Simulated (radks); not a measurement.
All-electron atom: Ir12+ in [Kr] 4d10 4f14 5s2 5p3 (the NIST ground configuration). Calculated with a radial shooting solver on a logarithmic mesh with Libxc functionals: Dirac Kohn-Sham, BLYP, spin-unpolarised, spherical densities, finite nucleus; open shells fill j = l - 1/2 first; Fermi nuclear charge, rms radius 5.4032 fm.

Spin-orbit splittings of the eigenvalues, e(l+1/2) - e(l-1/2), with zeta = 2 splitting/(2l+1) and mean radii in bohr:

2p: occ. 6; splitting (eV) 1628; zeta (eV) 1086; <r> j=l-1/2 0.06016; <r> j=l+1/2 0.06847
3p: occ. 6; splitting (eV) 356.7; zeta (eV) 237.8; <r> j=l-1/2 0.1800; <r> j=l+1/2 0.1953
3d: occ. 10; splitting (eV) 77.16; zeta (eV) 30.86; <r> j=l-1/2 0.1704; <r> j=l+1/2 0.1751
4p: occ. 6; splitting (eV) 84.63; zeta (eV) 56.42; <r> j=l-1/2 0.4260; <r> j=l+1/2 0.4595
4d: occ. 10; splitting (eV) 15.78; zeta (eV) 6.312; <r> j=l-1/2 0.4699; <r> j=l+1/2 0.4808
4f: occ. 14; splitting (eV) 3.244; zeta (eV) 0.9269; <r> j=l-1/2 0.5150; <r> j=l+1/2 0.5214
5p: occ. 3; splitting (eV) 17.62; zeta (eV) 11.75; <r> j=l-1/2 0.9710; <r> j=l+1/2 1.035
